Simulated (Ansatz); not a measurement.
C₄H₄F₄, SMILES `FC1(F)CCC1(F)F`, relaxed with RKS PBE0-D4/def2-TZVP in Ansatz 0.2.0 from a PBE-D4/def2-SVP geometry. The force threshold is 0.005 eV/Å; the program also tests the step.

Total charge 0; spin multiplicity 1.

Start:

```xyz
12

F     1.690    1.334   -0.612
C     0.809    0.310   -0.609
F     0.996   -0.428   -1.740
C     0.716   -0.563    0.657
C    -0.837   -0.544    0.515
C    -0.702    0.668   -0.426
F    -1.469    0.698   -1.537
F    -0.840    1.855    0.230
H     1.070    0.001    1.540
H     1.227   -1.541    0.595
H    -1.223   -1.420   -0.039
H    -1.437   -0.371    1.427
```

```
step  energy (eV)  largest force (eV/Å)  largest move (Å)
   1  -15071.4990                 0.627             0.000
   2  -15071.5416                 0.257             0.019
   3  -15071.5472                 0.018             0.009
   4  -15071.5472                 0.012             0.003
   5  -15071.5473                 0.008             0.004
   6  -15071.5474                 0.011             0.008
   7  -15071.5474                 0.005             0.004
   8  -15071.5474                 0.006             0.002
   9  -15071.5474                 0.000             0.001
```

End:

```xyz
12

F     1.672    1.331   -0.589
C     0.804    0.312   -0.599
F     1.011   -0.403   -1.724
C     0.713   -0.566    0.647
C    -0.832   -0.535    0.518
C    -0.699    0.658   -0.427
F    -1.454    0.674   -1.532
F    -0.854    1.840    0.204
H     1.072   -0.029    1.524
H     1.203   -1.534    0.566
H    -1.228   -1.402   -0.010
H    -1.408   -0.345    1.422
```

Hardware: 4 threads of an Arm Neoverse V2 on a shared host. Wall time 65 s, peak host memory 0.91 GiB.
